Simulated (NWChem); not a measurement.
Molecule: HSe$_{2}$Br; SMILES [SeH][Se]Br

```xyz
4

Se     0.9526    -0.0303     0.0055
Br    -0.4497     1.8609     0.0084
Se    -0.4705    -1.8282     0.0281
H     -0.6519    -1.9420    -1.4354
```
Atoms are numbered in this order, from 1.

Program: NWChem. All runs use the structure optimised with PBE0/def2-SVP. Ions are spin-unrestricted doublets at the neutral geometry; other ion states weren't tried.

Task: Predict the results for PBE0/def2-SVP. Quantities: vertical ionisation energy, ΔSCF (eV); −ε(HOMO) (eV).

Result: 
| Item | Result |
|---|---|
| vertical ionisation energy, ΔSCF (eV) | 9.05 |
| −ε(HOMO) (eV) | 6.92 |
